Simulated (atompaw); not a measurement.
**caesium: one change to a PAW (atompaw) potential, before and after**

atompaw 4.2.0.5 input, output lines left out:

```
Cs 55
LDA-PW scalarrelativistic loggrid 2001 logderivrange -4 5 226
6 6 5 0 0 0
6 0 0
6 1 1
5 2 0
0 0 0
c
c
c
c
v
v
c
c
c
v
v
c
c
v
2
3.00 2.20 2.75 2.15
n
n
y
0.3
n
modrrkj vanderbiltortho sinc
bessel
2.45
3.00
2.25
3.00
3.00
3.00
```

Change: wave 6p (bound): rc 3.00 bohr becomes 6p (bound): rc 2.20 bohr.

Cutoffs: the cutoffs (Ry, on a coarse ladder) from which the occupation-weighted sum of valence levels, in a spherical-Bessel basis at the reference potential, stays within 10 and 1 mRy of its value at 400 Ry; they do not see the model core or the augmentation charge, which bear on the density cutoff.

**Question.** What does the change do?

**Answer.** The potential gets harder (10 Ry and 15 Ry → 10 Ry and 25 Ry); the range in which the p phases agree narrows (upper end at the end of the scan → 0.4); neither file shows a bound ghost.

| quantity | base | changed |
| --- | --- | --- |
| cutoff, loose | 10 Ry | 10 Ry |
| cutoff, tight | 15 Ry | 25 Ry |
| bound ghosts | none | none |
| s: phases at 3.00 bohr within 0.05 rad from the reference energy up to (Ry; the scan ends near 5) | 3.6 | 3.6 |
| p: phases at 3.00 bohr within 0.05 rad from the reference energy up to (Ry; the scan ends near 5) | to the end of the scan | 0.4 |
| d: phases at 3.00 bohr within 0.05 rad from the reference energy up to (Ry; the scan ends near 5) | 2.8 | 2.8 |
| lowest overlap eigenvalue by channel | s 0.53, p 0.81, d 0.00 | s 0.53, p 0.03, d 0.00 |

 The cutoffs see the waves, projectors and local potential, not the compensation charge or the core.
